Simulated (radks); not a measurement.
Values are calculated unless marked as measured or tabulated.
Q: The table gives one normalised radial function P(r) = r R(r) of Bi3+ in [Xe] 4f14 5d10 6s1.5 7s0.5 (r in bohr). Level of theory: scalar-relativistic Kohn-Sham, PBE, spin-polarised, spherical densities, point nucleus; open shells are filled with parallel spins first (spin-orbit coupling, left out, can overturn this in heavy ions) (a radial shooting solver on a logarithmic mesh with Libxc functionals).

r          P
0.0006044   0.0014
0.000969    0.0030
0.001566    0.0065
0.002511    0.0140
0.004057    0.0301
0.006505    0.0623
0.01043     0.1221
0.01685     0.2175
0.02702     0.3145
0.04332     0.2925
0.07       -0.0240
0.1122     -0.4371
0.1814     -0.1440
0.2908      0.6409
0.4662      0.0623
0.7534     -1.1487
1.208      -0.8644
1.936      -0.1830
3.129      -0.0083
5.017      0.0000
8.108      0.0000
13         0.0000

Which n and l does it have? It may be an empty orbital.

A: n = 5, l = 1: the number of nodes gives n - l - 1 = 3, the rise at small r (about r^(l+1), flatter next to the nucleus through relativity) gives l, and the extent must fit the shell. The curve is that of 5p down; the table hardly tells the two spins apart. 5p down: eigenvalue -126.61 eV, 3 radial nodes at r = 0.0683, 0.197, 0.476 bohr, <r> = 0.947 bohr, 90 % of the charge inside 1.36 bohr.
